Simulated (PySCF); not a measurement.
# Electronic absorption of C6H14Ge

Species: C6H14Ge.
SMILES: `C[CH2][GeH]1[CH2]CC[CH2]1`

Computed, not measured: PySCF, TDDFT CAM-B3LYP/def2-SVPD, vertical, gas phase, core orbitals frozen in the response. Isolated species at its PBE0-D3(BJ)/def2-SVP geometry (one conformer only). Relativistic effects, spin–orbit coupling among them, are left out although an element past zinc is present.

Question: List the vertical singlet excitations with oscillator strengths and describe the spectrum.

Answer: 

| state | E (eV) | λ (nm) | f | main configurations (H = HOMO, L = LUMO) |
| --- | --- | --- | --- | --- |
| S1 | 7.38 | 168.1 | 0.013 | H→L (75%), H→L+1 (15%) |
| S2 | 7.51 | 165.2 | 0.017 | H-1→L (66%), H-1→L+1 (11%), H→L+2 (10%) |
| S3 | 7.67 | 161.6 | 0.0060 | H-1→L+1 (47%), H→L+2 (35%) |
| S4 | 7.77 | 159.6 | 0.017 | H→L+1 (52%), H-1→L+2 (21%) |
| S5 | 7.91 | 156.8 | 0.059 | H→L+2 (34%), H-1→L+1 (25%), H-1→L (17%) |
| S6 | 7.93 | 156.3 | 0.028 | H-1→L+2 (46%), H→L+1 (12%), H→L (10%) |
| S7 | 8.06 | 153.9 | 0.042 | H→L+3 (74%) |
| S8 | 8.25 | 150.2 | 0.022 | H-1→L+3 (67%), H-2→L+2 (9%) |
| S9 | 8.28 | 149.7 | 0.071 | H-2→L+2 (24%), H-2→L+1 (22%), H-1→L+3 (13%) |
| S10 | 8.39 | 147.8 | 0.075 | H-2→L (51%), H-2→L+2 (9%) |

Triplets (Tamm–Dancoff): T1 7.18 eV, H→L+1 (41%), H→L (31%); T2 7.20 eV, H→L+2 (36%), H→L (30%), H-1→L (9%); T3 7.34 eV, H-1→L+1 (36%), H-1→L (29%); T4 7.53 eV, H-1→L+1 (28%), H-1→L+2 (22%), H-1→L (16%).

The lowest singlet lies at 7.38 eV (168 nm, vacuum ultraviolet) and is weak; its leading configuration is HOMO→LUMO (75%). The most intense listed level is S10 at 8.39 eV (148 nm, f = 0.075), 1.01 eV above S1. It is the last of those listed, so stronger ones may follow. Löwdin shares by element: HOMO carbon 53% or more, germanium 21% (atoms not listed hold the other 26%); LUMO germanium 22%, carbon 19% or more (atoms not listed hold the other 59%). The oscillator strengths of these states sum to 0.350; summed over the whole spectrum of an exact calculation they would give the number of electrons, 82 (Thomas–Reiche–Kuhn). Weighted by f, the mean energy of these states is 8.08 eV. Orbital energies (eV): HOMO-3 -10.44, HOMO-2 -9.70, HOMO-1 -9.05, HOMO -8.90, LUMO 1.29, LUMO+1 1.52, LUMO+2 1.71. No computed singlet lies in the visible range (380 to 750 nm); the lowest, at 168 nm, stands 4.11 eV above its violet end (3.26 eV). The vertical ionisation energy (ΔSCF) is 9.56 eV, 1.17 eV above S10. The window holds the lowest 10 singlets.

Time: 14 min wall (grids of density and orbitals included); peak memory 1.3 GiB. Hardware: one thread, Arm Neoverse N1 (aarch64), shared host with 64 logical CPUs at a one-minute load of 60.
